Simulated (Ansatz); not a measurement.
Li₁₁F₁₁⁻ (started as a model of: (LiF)11 cage of four- and six-membered rings). Total charge -1; doublet. Geometry r2SCAN-D4/def2-SVP, that of the neutral singlet.

Cartesian coordinates in Å:
```
Li -2.476 0.102 -1.961
F -0.899 -0.542 -2.466
Li -0.343 1.180 -2.282
F -1.968 1.843 -1.952
Li -2.398 1.785 -0.216
F -3.022 0.067 -0.261
Li -2.113 -1.038 0.765
F -0.834 -2.126 0.099
Li -0.033 -1.722 -1.451
F 1.735 -1.524 -1.360
Li 2.305 0.193 -1.171
F 1.063 1.477 -1.219
Li 0.597 2.065 0.412
F -1.128 2.108 0.952
Li -0.579 1.006 2.272
F -1.194 -0.646 2.270
Li 0.023 -1.835 1.662
F 1.174 1.250 1.919
Li 2.599 -1.791 0.170
F 3.315 -0.127 0.267
Li 2.398 -0.003 1.798
F 1.778 -1.723 1.754
```

At PBE-D4/def2-SVP, BLYP-D4/def2-SVP, PBE0-D4/def2-SVP the highest occupied level of the charge -1 doublet lies above zero (up to 1.39 eV). By energy differences it is unbound by 0.41 eV (vertical, against the charge 0 singlet, at PBE0-D4/def2-SVP) and held by the finite basis.

Question: Estimate the α-spin orbital energies around the gap (eV) in Ansatz with PBE-D4/def2-SVP, BLYP-D4/def2-SVP, PBE0-D4/def2-SVP.

Answer: 
| orbital | PBE-D4/def2-SVP | BLYP-D4/def2-SVP | PBE0-D4/def2-SVP |
| --- | --- | --- | --- |
| HOMO−5 | -4.80 | -4.69 | -6.87 |
| HOMO−4 | -4.76 | -4.66 | -6.84 |
| HOMO−3 | -4.66 | -4.56 | -6.74 |
| HOMO−2 | -4.54 | -4.43 | -6.62 |
| HOMO−1 | -4.53 | -4.43 | -6.62 |
| HOMO | 1.25 | 1.39 | 1.13 |
| LUMO | 1.47 | 1.63 | 1.76 |
| LUMO+1 | 1.57 | 1.73 | 1.87 |
| LUMO+2 | 1.71 | 1.83 | 2.02 |
| LUMO+3 | 2.01 | 2.15 | 2.35 |
| LUMO+4 | 2.06 | 2.18 | 2.40 |
| LUMO+5 | 2.19 | 2.34 | 2.52 |
| β HOMO | -4.53 | -4.42 | -6.61 |
| β LUMO | 1.53 | 1.53 | 1.96 |
